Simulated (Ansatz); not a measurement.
Reaction: CH3BF (SMILES [CH2]BF, doublet) → CH3BF (SMILES C[B]F, doublet)
Each species at its own B3LYP-D3(BJ)/def2-TZVP minimum (Ansatz, a quantum-chemistry and plane-wave program).

Property: isomerisation energy (electronic), in kJ/mol. Open shells are spin-unrestricted; no spin-orbit coupling. CBS(X,Y): correlation extrapolated as X^-3, Hartree-Fock from the larger set. A bracket is a step between two methods taken in the basis named. The functionals are non-relativistic, so their misses hold any scalar relativity. '+ core + X2C': CCSD(T) terms for core correlation (cc-pwCVTZ) and scalar relativity (cc-pVTZ-DK).

CCSD(T)/CBS(cc-pVTZ,cc-pVQZ) + [CCSDT(Q) - CCSD(T)]/cc-pVDZ + core + X2C (Ansatz) gives 28.5 kJ/mol.

Q: What does PBE/def2-TZVPD (Ansatz) give here, and how do the other levels compare?

A: PBE gives 16.7 kJ/mol, 11.8 kJ/mol below it. Differences of the others: r2SCAN/def2-TZVPD (Ansatz) -4.7; B3LYP/def2-TZVPD (Ansatz) 3.3; wB97M-V/def2-TZVPD (Ansatz) 4.8; CCSD(T)/CBS(cc-pVTZ,cc-pVQZ) + core + X2C (Ansatz) 0.1 kJ/mol. Nearer than PBE: r2SCAN/def2-TZVPD, B3LYP/def2-TZVPD, wB97M-V/def2-TZVPD, CCSD(T)/CBS(cc-pVTZ,cc-pVQZ) + core + X2C.
